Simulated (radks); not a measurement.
Xe41+, configuration [Ne] 3s2 4p1 (not the ground configuration).

Calculated with a radial shooting solver on a logarithmic mesh with Libxc functionals: scalar-relativistic Kohn-Sham, LDA (Slater exchange, Perdew-Zunger correlation), spin-polarised, spherical densities, point nucleus; open shells are filled with parallel spins first (spin-orbit coupling, left out, can overturn this in heavy ions).

Energy parts (hartree):
| part | energy |
|---|---|
| total | -5861.20964 |
| kinetic | 6229.95188 |
| electron-nucleus | -12674.78602 |
| Hartree | 677.93404 |
| exchange-correlation | -94.30954 |

Orbitals (lengths in bohr, moments of r in powers of bohr; <r^-3> diverges for s and p1/2; r(max) is where P^2 peaks; r(90%) holds 90 % of the orbital's charge):
1s up: occ. 1; eigenvalue (hartree) -1360.424; <r> 0.02666; r(max) 0.01717; r(90%) 0.0480
1s down: occ. 1; eigenvalue (hartree) -1360.384; <r> 0.02666; r(max) 0.01717; r(90%) 0.0480
2s up: occ. 1; eigenvalue (hartree) -289.4769; <r> 0.1128; r(max) 0.09627; r(90%) 0.174
2s down: occ. 1; eigenvalue (hartree) -289.4396; <r> 0.1128; r(max) 0.09627; r(90%) 0.174
2p up: occ. 3; eigenvalue (hartree) -270.5056; <r> 0.09841; r(max) 0.07702; r(90%) 0.159; <r^-3> 6376
2p down: occ. 3; eigenvalue (hartree) -270.4629; <r> 0.09841; r(max) 0.07702; r(90%) 0.159; <r^-3> 6376
3s up: occ. 1; eigenvalue (hartree) -116.1018; <r> 0.2718; r(max) 0.2581; r(90%) 0.394
3s down: occ. 1; eigenvalue (hartree) -115.9997; <r> 0.2716; r(max) 0.2581; r(90%) 0.394
3p up: occ. 0; eigenvalue (hartree) -110.2566; <r> 0.2629; r(max) 0.2479; r(90%) 0.389; <r^-3> 1673
3p down: occ. 0; eigenvalue (hartree) -110.1519; <r> 0.2627; r(max) 0.2479; r(90%) 0.388; <r^-3> 1675
4s up: occ. 0; eigenvalue (hartree) -61.98539; <r> 0.5040; r(max) 0.5102; r(90%) 0.708
4s down: occ. 0; eigenvalue (hartree) -61.56166; <r> 0.5038; r(max) 0.5094; r(90%) 0.709
4p up: occ. 1; eigenvalue (hartree) -59.57319; <r> 0.5008; r(max) 0.5078; r(90%) 0.711; <r^-3> 663.4
4p down: occ. 0; eigenvalue (hartree) -59.15466; <r> 0.5005; r(max) 0.5069; r(90%) 0.711; <r^-3> 665.6

The highest occupied level is 4p up at -1621.1 eV. The configuration is held as typed, so some empty levels lie below it. Spin moment in Bohr magnetons: 1.
